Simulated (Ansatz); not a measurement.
Job for Ansatz (a quantum-chemistry and plane-wave program): R-PBE0/def2-TZVPPD on GeH4 (SMILES [GeH4]). Files ending in .json are basis or fitting sets from the Basis Set Exchange.

Ansatz 0.2 input:
```yaml
crystal:
  periodic: [false, false, false]
  atoms:
    - {symbol: Ge, position_ang: [0.07552908, 0.15567178, -0.01274647]}
    - {symbol: H, position_ang: [1.46085800, 0.06768971, 0.64440635]}
    - {symbol: H, position_ang: [-0.64646337, -1.19085611, 0.12507569]}
    - {symbol: H, position_ang: [0.23999343, 0.50411443, -1.50079458]}
    - {symbol: H, position_ang: [-0.74507799, 1.25432418, 0.67872790]}
basis:
  gaussian:
    orbitals: def2-TZVPPD.json
hamiltonian:
  xc: {name: PBE0}
scf: {lower_state_search: off}
```

Output:

```
Functional definition: PBE0
[...]
these checks for a lower state are left out or cut short: stability, starts, cluster_reference, orbital_swaps, neighbouring_geometries, increment
integrals: 0.03 GiB planned
662 factors; their error is unknown
mean field: 0.36 GiB planned
mean field evaluation 1: about -56575.2389 eV, gradient 1.6e1 eV
mean field evaluation 2: about -56575.3769 eV, gradient 1.5e1 eV
mean field evaluation 4: about -56575.4921 eV, gradient 3.1e-1 eV
mean field evaluation 8: about -56575.7255 eV, gradient 8.1e-4 eV
mean field -56575.72546680 eV, -2079.1195625009 hartree, gradient 1.4e-6 eV, S^2 0.000000; 0 other end points of the search recorded, 0 dependent functions left out
reference -56575.72549110 eV, -2079.1195633938 hartree; 18, 18 occupied and 104, 104 virtual orbitals, 662 factors
Total energy: -56575.72549110 eV, -2079.1195633938 hartree
Checks for a lower state left out: stability, starts, cluster_reference, orbital_swaps, neighbouring_geometries, increment
```

The run converged.

Cost: around 0.9 core-seconds (rough).
